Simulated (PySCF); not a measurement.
# Computed vibrations of [Lu(CH3)2]+

[Lu(CH3)2]+ (singlet in the valence; each metal's 4f electrons, 14 of them, lie in its core potential, out of spins and levels). PySCF 2.14.0, RKS PBE0, Lu lcecp-1-SVP with ECP60, C def2-SVP, H def2-SVP; non-relativistic Hamiltonian with scalar-relativistic core potentials where named; density fitting; no spin-orbit coupling. Central differences of gradients.

```xyz
9

Lu    0.0000    0.0000   -0.2160
C     1.7076    0.0000    1.2009
H     2.7031    0.0000    0.7204
H     1.6534    0.8848    1.8635
H     1.6534   -0.8848    1.8635
C    -1.7076    0.0000    1.2009
H    -2.7031    0.0000    0.7204
H    -1.6534   -0.8848    1.8635
H    -1.6534    0.8848    1.8635
```

Run from Python with OMP_NUM_THREADS=2. Where DIIS fails, smearing, a level shift and second-order steps follow.
It took 64 s on 2 threads of Arm Neoverse V1, with other jobs on the host.

(1) What are the harmonic wavenumbers and infrared intensities?

(2) Is this a minimum?

An lcecp potential fixes the number of 4f electrons, so in runs with it no electron can move into or out of that shell.

Results:

(1) Modes are labelled in C2v; negative numbers are unstable modes, those under 60 cm⁻¹ near the noise; a finer grid moves soft modes by up to 10 cm⁻¹.
```
cm⁻¹  km/mol  symmetry
 -67       –        a2
  43     1.2        b2
 132     0.0        a1
 398     0.0        a2
 405     9.1        b1
 432    73.1        b2
 485     0.9        a1
 485    80.9        b1
 520    20.1        a1
1156     1.1        b1
1162     2.2        a1
1369     0.0        a2
1376     4.3        b1
1380    22.9        b2
1387    17.9        a1
3011     9.4        b1
3014     5.6        a1
3113     0.0        a2
3115     1.0        b2
3126     0.0        a1
3126     0.6        b1
```

(2) No: 1 unstable; the lowest moves the atoms so:
```
Lu   0.00  0.00  0.00
C    0.00 -0.03  0.00
H    0.00  0.36  0.00
H   -0.23 -0.24  0.27
H    0.23 -0.24 -0.27
C    0.00  0.03  0.00
H    0.00 -0.36  0.00
H    0.23  0.24  0.27
H   -0.23  0.24 -0.27
```
